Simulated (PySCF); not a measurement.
**Fractional electron number in Se (selenium, neutral)**

The 4p beta orbital of [Ar] 3d10 4s2 4p4 is emptied in steps (occupation f), with all orbitals relaxed, ending at [Ar] 3d10 4s2 4p3. All numbers are calculated (PySCF 2.14, scalar relativity through the core potential, in aug-cc-pVDZ-PP with ECP10MDF). The exact energy is a straight line in f; departures are measured from the line between the end points of the same method.

Among UHF, LDA, PBE, PBE0, r2SCAN, LC-wPBE, BHandHLYP, B3LYP, HSE06, which shows the largest delocalisation error (convex curve), and which is closest to linear?

Most convex: LDA (-1.004 eV at f = 0.4); closest to linear: LC-wPBE (-0.031 eV).

| f | UHF (eV) | LDA (eV) | PBE (eV) | PBE0 (eV) | r2SCAN (eV) | LC-wPBE (eV) | BHandHLYP (eV) | B3LYP (eV) | HSE06 (eV) |
| --- | --- | --- | --- | --- | --- | --- | --- | --- | --- |
| 1 | 0.000 | 0.000 | 0.000 | 0.000 | 0.000 | 0.000 | 0.000 | 0.000 | 0.000 |
| 0.8 | 0.126 | -0.662 | -0.637 | -0.450 | -0.594 | -0.023 | -0.287 | -0.510 | -0.521 |
| 0.6 | 0.182 | -0.999 | -0.958 | -0.674 | -0.881 | -0.033 | -0.436 | -0.770 | -0.782 |
| 0.4 | 0.175 | -1.004 | -0.958 | -0.673 | -0.865 | -0.031 | -0.442 | -0.775 | -0.783 |
| 0.2 | 0.113 | -0.671 | -0.638 | -0.447 | -0.558 | -0.018 | -0.299 | -0.519 | -0.521 |
| 0 | 0.000 | 0.000 | 0.000 | 0.000 | 0.000 | 0.000 | 0.000 | 0.000 | 0.000 |

```tsv
method	E(f=0) − E(f=1) (eV)	−ε at f=1 (eV)	−ε at f=0.4 (eV)
UHF	8.511	9.336	8.333
LDA	9.819	5.710	10.637
PBE	9.574	5.613	10.375
PBE0	9.572	6.768	10.144
r2SCAN	9.625	5.894	10.450
LC-wPBE	9.658	9.513	9.696
BHandHLYP	9.597	7.825	9.935
B3LYP	9.760	6.593	10.386
HSE06	9.620	6.377	10.272
```

Reference removal energy between the ground levels: 9.752 eV (measured; NIST Atomic Spectra Database, ionization energies). The calculation has no spin-orbit coupling. UHF lacks correlation.
